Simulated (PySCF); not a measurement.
C₆ coefficients of unlike pairs at B3LYP

Calculated with PySCF 2.14 from the dipole response of each species, C₆(A,B) = (3/π) ∫ α_A(iu) α_B(iu) du, in atomic units, from isotropic polarisabilities. For ions this is the dispersion term alone; charge-induced terms of lower order in 1/R come first.

```json
{"species": "N(2+)", "configuration": "[He] 2s2 2p1 (2P)", "basis": "dyall-acv3z (15s9p4d2f)", "relativity": "spin-free X2C", "α (bohr³)": "2.587", "C₆ (like pair)": "3.652"}
{"species": "Co(2+)", "configuration": "[Ar] 3d7 (4F)", "basis": "aug-cc-pVDZ (7s6p4d2f)", "relativity": "none", "α (bohr³)": "3.392", "C₆ (like pair)": "9.429"}
{"species": "F", "configuration": "[He] 2s2 2p5 (2P)", "basis": "aug-cc-pCVTZ-DK with one added diffuse shell each of s, p, d, f type (8s7p5d3f)", "relativity": "spin-free X2C", "α (bohr³)": "3.967", "C₆ (like pair)": "10.59"}
{"species": "Cs+", "configuration": "[Xe] (1S)", "basis": "x2c-TZVPPall with one added diffuse shell each of s, p, d type (12s8p7d2f1g)", "relativity": "spin-free X2C", "α (bohr³)": "15.75", "C₆ (like pair)": "133.8"}
```

Problem. Estimate C₆ for Co(2+) with N(2+).

Solution. The integral gives 5.716. The combination rule 2 C_A C_B / (C_A α_B/α_A + C_B α_A/α_B) gives 5.749 and the geometric mean 5.868.

No spin-orbit coupling is included.

The other pairs:

| pair | C₆ |
| --- | --- |
| Cs+, Co(2+) | 34.27 |
| Cs+, N(2+) | 22.08 |
| F, N(2+) | 6.188 |
| Cs+, F | 37.31 |
| F, Co(2+) | 9.892 |
